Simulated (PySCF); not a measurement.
## Electron correlation in Zn⁺ (zinc, charge +1)

[Ar] 3d10 4s1, 2S determinant. Calculation: PySCF 2.14, in x2c-SVPall; the spin-free X2C one-electron Hamiltonian (Gaussian nucleus). Frozen: [Ar]; 11 electrons correlated.

MP2 pair energies summed by pair of shells (mhartree):

```tsv
pair	energy	share (%)
3d-3d	-257.33	96.6
3d-4s	-9.09	3.4
```

Total MP2 correlation energy: -266.42 mhartree.

Same-spin part -102.29 and opposite-spin part -164.14 mhartree; SCS-MP2 scales them by 1/3 and 6/5 to -231.06 mhartree.

```
  level  correlation energy (mhartree)
   CCSD                        -245.09
    (T)                          -6.98
CCSD(T)                        -252.07
```

Diagnostics: T1 = 0.010, D1 = 0.0160, largest double amplitude 0.024.

Cost of the coupled-cluster step: 0.33 s of wall time on 1 thread of Intel(R) Xeon(R) 6975P-C (shared host), for 11 correlated electrons.

Iterations:

```
CC2 = 0
CCSD nocc = (np.int64(6), np.int64(5)), nmo = (27, 27)
frozen orbitals [[0, 1, 2, 3, 4, 5, 6, 7, 8], [0, 1, 2, 3, 4, 5, 6, 7, 8]]
max_cycle = 100
direct = 0
conv_tol = 1e-08
conv_tol_normt = 1e-06
diis_space = 8
diis_start_cycle = 0
Init t2, MP2 energy = -0.266421898926665
Init E_corr(UCCSD) = -0.266421898958541
cycle = 1  E_corr(UCCSD) = -0.237244881073327  dE = 0.0291770179  norm(t1,t2) = 0.0697343
cycle = 2  E_corr(UCCSD) = -0.24733532727064  dE = -0.0100904462  norm(t1,t2) = 0.0265559
cycle = 3  E_corr(UCCSD) = -0.245017050308811  dE = 0.00231827696  norm(t1,t2) = 0.013076
cycle = 4  E_corr(UCCSD) = -0.245038108607372  dE = -2.10582986e-05  norm(t1,t2) = 0.00174684
cycle = 5  E_corr(UCCSD) = -0.245091729222365  dE = -5.3620615e-05  norm(t1,t2) = 0.000316152
cycle = 6  E_corr(UCCSD) = -0.245092061993063  dE = -3.32770699e-07  norm(t1,t2) = 5.4471e-05
cycle = 7  E_corr(UCCSD) = -0.245090503395874  dE = 1.55859719e-06  norm(t1,t2) = 8.79287e-06
cycle = 8  E_corr(UCCSD) = -0.245090935055378  dE = -4.31659504e-07  norm(t1,t2) = 2.22905e-06
cycle = 9  E_corr(UCCSD) = -0.245091030157089  dE = -9.51017118e-08  norm(t1,t2) = 5.14757e-07
cycle = 10  E_corr(UCCSD) = -0.245091011827546  dE = 1.83295431e-08  norm(t1,t2) = 8.41231e-08
cycle = 11  E_corr(UCCSD) = -0.24509101234172  dE = -5.14173454e-10  norm(t1,t2) = 1.46451e-08
UCCSD converged
E(UCCSD) = -1793.899858625649  E_corr = -0.2450910123417198
UCCSD(T) correction = -0.006982764046574
```
